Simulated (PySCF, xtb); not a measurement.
Si(CCH)(F)2(Me) (C₃H₄F₂Si), SMILES C#C[Si](C)(F)F.

GFN2-xTB (xtb 6.7.1) at its own geometry gives an orbital gap of 5.62 eV and a dipole moment of 2.90 D.

Geometry optimised at PBE0-D3(BJ)/def2-SVP.

Task: What does r2SCAN/def2-TZVP in PySCF give? (Estimate from the structure and the level; the computed values follow.)

Result: gap 6.49 eV (levels -7.77 and -1.28 eV), dipole 2.59 D.
